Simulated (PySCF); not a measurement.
# SnO₂, singlet: structure and spectrum

Computed with PBE0/[Sn x2c-TZVPall, O x2c-TZVPall], spin-free X2C, density fitting, no spin–orbit coupling, PySCF.

The structure is a minimum.

- Point group: D∞h
- Bond lengths: Sn–O 1.801 Å (×2)
- Bond angles: O–Sn–O 180.0°
- Dipole moment: 0.00 D
- Heat capacity Cp at 298.15 K: 49.7 J/(mol K)
- Entropy at 298.15 K and 1 bar: 256.4 J/(mol K)
- Highest occupied level: -8.58 eV
- Rotational constants: 0.1624 cm⁻¹
- Enthalpy at 298.15 K above 0 K: 12.32 kJ/mol
- Principal quadrupole moments (Buckingham, traceless) about the centre of mass: -17.80, 8.90, 8.90 D Å
- Rotational symmetry number: 2
- Zero-point energy: 12.2 kJ/mol
- Lowest empty level: -3.10 eV
- Principal polarisabilities: 28.3, 28.3, 55.6 bohr³

Harmonic modes (masses in u: Sn 119.902, O 15.995):
| symmetry | ω (cm⁻¹) | IR (km/mol, summed over degenerate members) | type |
| --- | --- | --- | --- |
| πu | 158 | 80.2 | bend |
| σg+ | 803 | 0.0 | stretch |
| σu+ | 915 | 81.4 | stretch |

In D∞h the vibrations span πu + σg+ + σu+. The σg+ mode carries no infrared intensity, as symmetry demands. With a centre of inversion only u modes can be infrared active and only g modes Raman active.

Charges (e):
| atom | Mulliken | Löwdin | polar tensor | Mayer order to Sn1 |
| --- | --- | --- | --- | --- |
| Sn1 | 1.06 | 0.89 | 1.16 | – |
| O2,3 | -0.53 | -0.45 | -0.58 | 1.84 |

Mulliken populations on Sn1: s 9.25, p 19.29, d 20.29, f 0.11.

Counting electrons, tin keeps none of its valence electrons outside its bonds, so the VSEPR class is AX2 and the expected shape is linear (D∞h), as computed.

The final relaxation and frequency run took roughly 2 core-minutes on a shared host.
